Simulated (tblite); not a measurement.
Compound: C₇H₉FN (doublet state).
SMILES with atom numbers: `[CH3:1][C@@H:2]1[CH:3]=[CH:4][C:5]([NH2:6])=[CH:7][C:8]1[F:9]` (hydrogens: H10, H11, H12 on C1; H13 on C2; H14 on C3; H15 on C4; H16, H17 on N6; H18 on C7)

The geometry is computed with GFN2-xTB (gas phase). This method treats the open shell by occupation alone, without spin polarisation.

Q: List the bond lengths, angles and torsions at this level.

A: 
| bond | length (bohr) | order |
| --- | --- | --- |
| C1–C2 | 2.925 | single |
| C2–C3 | 2.827 | single |
| C3=C4 | 2.557 | double |
| C4–C5 | 2.668 | single |
| C5–N6 | 2.610 | single |
| C5=C7 | 2.667 | double |
| C7–C8 | 2.552 | single |
| C8–F9 | 2.568 | single |
| C2–C8 | 2.817 | single |
| C1–H10, C1–H11, C1–H12 | 2.055 | single |
| C2–H13 | 2.083 | single |
| C3–H14 | 2.039 | single |
| C4–H15 | 2.044 | single |
| N6–H16, N6–H17 | 1.904 | single |
| C7–H18 | 2.041 | single |

Bonds in one row agree within 0.02 bohr and their mean is given. Orders are formal, as drawn. A selection of angles:
| angle | degrees |
| --- | --- |
| C2–C1–H10 | 109.8 |
| H10–C1–H11 | 108.9 |
| C1–C2–C3 | 110.7 |
| C1–C2–C8 | 110.2 |
| C1–C2–H13 | 106.5 |
| C3–C2–C8 | 109.8 |
| C3–C2–H13 | 110.2 |
| C8–C2–H13 | 109.3 |
| C2–C3–C4 | 123.3 |
| C2–C3–H14 | 116.3 |
| C4–C3–H14 | 120.3 |
| C3–C4–C5 | 122.2 |
| C3–C4–H15 | 119.8 |
| C5–C4–H15 | 118.1 |
| C4–C5–N6 | 121.0 |
| C4–C5–C7 | 118.5 |
| N6–C5–C7 | 120.5 |
| C5–N6–H16 | 116.3 |
| H16–N6–H17 | 114.8 |
| C5–C7–C8 | 120.1 |
| C5–C7–H18 | 120.1 |
| C8–C7–H18 | 119.8 |
| C7–C8–F9 | 119.4 |
| C2–C8–C7 | 125.6 |
| C2–C8–F9 | 115.0 |
| H17–N6–C5 | 116.2 |

Dihedral angles: C1–C2–C3–C4 -114° (anticlinal); C2–C3–C4–C5 -4° (synperiplanar); C3–C4–C5–N6 176° (antiperiplanar); C4–C5–C7–C8 2° (synperiplanar); C5–C7–C8–F9 -177° (antiperiplanar); C1–C2–C8–C7 114° (anticlinal).

Of the pairs four or more bonds apart, H15···H17 is among the closest relative to their van der Waals radii: 2.39 Å, 100 % of the sum of Bondi's values. C5 (carbon bonded to 2 C and N) is planar (angles 121.0°, 120.5° and 118.5°, sum 360.0°, 0.01 Å off the plane of its three neighbours). C8 (carbon bonded to 2 C and F) is planar (angles 125.6°, 119.4° and 115.0°, sum 360.0°, 0.01 Å off the plane of its three neighbours). C7 (carbon bonded to 2 C and H) is planar (angles 120.1°, 120.1° and 119.8°, sum 360.0°, 0.01 Å off the plane of its three neighbours). C3 (carbon bonded to 2 C and H) is planar (angles 123.3°, 120.3° and 116.3°, sum 360.0°, 0.02 Å off the plane of its three neighbours). The 6-membered ring C2–C3–C4–C5–C7–C8 has internal angles of 109.8° to 125.6°; it is slightly puckered (a soft mode that the optimisation may not have finished), 0.03 Å rms from its mean plane, widest ring torsion 8°. N6 (nitrogen bonded to C and 2 H) is pyramidal (angles 116.3°, 116.2° and 114.8°, sum 347.3°, 0.23 Å off the plane of its three neighbours).

Point group: C1 (no symmetry element, even within 0.4 Å). Its GFN2-xTB frequencies are all real (lowest 62 cm⁻¹). 2 starts were optimised and ended at 0.00 and 0.06 kcal/mol (GFN2-xTB); the lowest of these is shown.
